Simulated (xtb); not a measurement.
isotetrasilane (H$_{10}$Si$_{4}$), singlet, from a rough starting geometry; xtb with GFN2-xTB.

xtb was given this input:
```
$ xtb mol.xyz --gfn 2 --opt vtight --json

# file mol.xyz
14

Si     0.01057156     2.12974182    -0.71634401
Si     0.04873663     0.18416844     0.55329573
Si     1.96623957    -1.11213699     0.07431082
Si    -1.99097310    -0.99913258     0.42003425
H      1.23140759     2.91713771    -0.60631794
H     -0.16529002     1.76048608    -2.19661699
H     -1.11837177     2.95475201    -0.39066286
H      0.25016096     0.61118836     1.95144904
H      3.21872243    -0.45113248     0.27143820
H      1.86450221    -1.59557051    -1.34300623
H      2.01471910    -2.29004144     0.94648117
H     -1.95001524    -2.25795808     1.29626582
H     -3.10886924    -0.24094845     0.73798500
H     -2.09984654    -1.49305254    -0.89387282
```

What the program printed (banner, timings and long lists left out):

```
   ID    Z sym.   atoms
    1   14 Si     1-4
    2    1 H      5-14

           -------------------------------------------------
          |                Calculation Setup                |
           -------------------------------------------------

           -------------------------------------------------
          |                 G F N 2 - x T B                 |
           -------------------------------------------------

          ...................................................
          :                      SETUP                      :
          :.................................................:
          :  # basis functions                  50          :
          :  # atomic orbitals                  46          :
          :  # shells                           22          :
          :  # electrons                        26          :
          :  max. iterations                   250          :
          :  Hamiltonian                  GFN2-xTB          :
          :  restarted?                      false          :
          :  GBSA solvation                  false          :
          :  PC potential                    false          :
          :  electronic temp.          300.0000000     K    :
          :  accuracy                    1.0000000          :
          :  -> integral cutoff          0.2500000E+02      :
          :  -> integral neglect         0.1000000E-07      :
          :  -> SCF convergence          0.1000000E-05 Eh   :
          :  -> wf. convergence          0.1000000E-03 e    :
          :  Broyden damping             0.4000000          :
          :  net charge                          0          :
          :  unpaired electrons                  0          :
          ...................................................

 iter      E             dE          RMSdq      gap      omega  full diag
   1    -11.9346078 -0.119346E+02  0.506E+00    4.06       0.0  T
   2    -12.0771623 -0.142554E+00  0.200E+00    3.74       1.0  T
   3    -12.0787348 -0.157246E-02  0.105E+00    3.69       1.0  T
   4    -12.0781175  0.617255E-03  0.493E-01    3.70       1.0  T
   5    -12.0791757 -0.105823E-02  0.124E-01    3.70       1.0  T
   6    -12.0791759 -0.171350E-06  0.532E-02    3.70       1.0  T
   7    -12.0791796 -0.373137E-05  0.226E-02    3.70       1.2  T
   8    -12.0791795  0.120716E-06  0.110E-02    3.70       2.4  T
   9    -12.0791798 -0.254407E-06  0.400E-03    3.70       6.7  T
[...]
 * total energy  :   -11.9629480 Eh     change       -0.1131131E-09 Eh
 * total energy  :   -11.9709568 Eh     change       -0.8008795E-02 Eh
 * total energy  :   -11.9714295 Eh     change       -0.4727717E-03 Eh
 * total energy  :   -11.9718929 Eh     change       -0.4633157E-03 Eh
 * total energy  :   -11.9719035 Eh     change       -0.1063646E-04 Eh
 * total energy  :   -11.9719235 Eh     change       -0.2003285E-04 Eh
 * total energy  :   -11.9719271 Eh     change       -0.3519504E-05 Eh
 * total energy  :   -11.9719292 Eh     change       -0.2176634E-05 Eh
 * total energy  :   -11.9719299 Eh     change       -0.6380100E-06 Eh
 * total energy  :   -11.9719304 Eh     change       -0.5088220E-06 Eh
 * total energy  :   -11.9719306 Eh     change       -0.2102106E-06 Eh
 * total energy  :   -11.9719307 Eh     change       -0.8333933E-07 Eh
   *** GEOMETRY OPTIMIZATION CONVERGED AFTER 12 ITERATIONS ***
         :: total energy             -11.971930667523 Eh    ::
[...]
    14   1 H        0.918    -0.135     6.985     4.134

 Mol. C6AA /au·bohr⁶  :       4333.507005
 Mol. C8AA /au·bohr⁸  :     184476.290068
 Mol. α(0) /au        :        117.632811

Wiberg/Mayer (AO) data.
largest (>0.10) Wiberg bond orders for each atom

 ---------------------------------------------------------------------------
     #   Z sym  total        # sym  WBO       # sym  WBO       # sym  WBO
 ---------------------------------------------------------------------------
     1  14 Si   3.682 --     7 H    0.898     5 H    0.898     6 H    0.898
                             2 Si   0.856
     2  14 Si   3.710 --     8 H    0.889     4 Si   0.856     1 Si   0.856
                             3 Si   0.856
     3  14 Si   3.682 --     9 H    0.898    11 H    0.898    10 H    0.898
                             2 Si   0.856
     4  14 Si   3.682 --    12 H    0.898    13 H    0.898    14 H    0.898
                             2 Si   0.856
     5   1 H    0.985 --     1 Si   0.898
     6   1 H    0.982 --     1 Si   0.898
     7   1 H    0.985 --     1 Si   0.898
     8   1 H    0.978 --     2 Si   0.889
     9   1 H    0.985 --     3 Si   0.898
    10   1 H    0.982 --     3 Si   0.898
    11   1 H    0.985 --     3 Si   0.898
    12   1 H    0.985 --     4 Si   0.898
    13   1 H    0.985 --     4 Si   0.898
    14   1 H    0.982 --     4 Si   0.898
 ---------------------------------------------------------------------------

Topologies differ in total number of bonds
Writing topology from bond orders to xtbtopo.mol

molecular dipole:
                 x           y           z       tot (Debye)
 q only:        0.012       0.034       0.113
   full:        0.010       0.028       0.095       0.252
molecular quadrupole (traceless):
                xx          xy          yy          xz          yz          zz
 q only:       -0.902       0.078      -0.679       0.247       0.777       1.581
  q+dip:       -1.168       0.099      -0.881       0.319       1.008       2.049
   full:       -1.445       0.122      -1.092       0.394       1.246       2.537

optimized geometry written to: xtbopt.xyz

           -------------------------------------------------
          | TOTAL ENERGY              -11.971930667523 Eh   |
          | GRADIENT NORM               0.000055793931 Eh/α |
          | HOMO-LUMO GAP               3.825626555415 eV   |
           -------------------------------------------------

normal termination of xtb
```
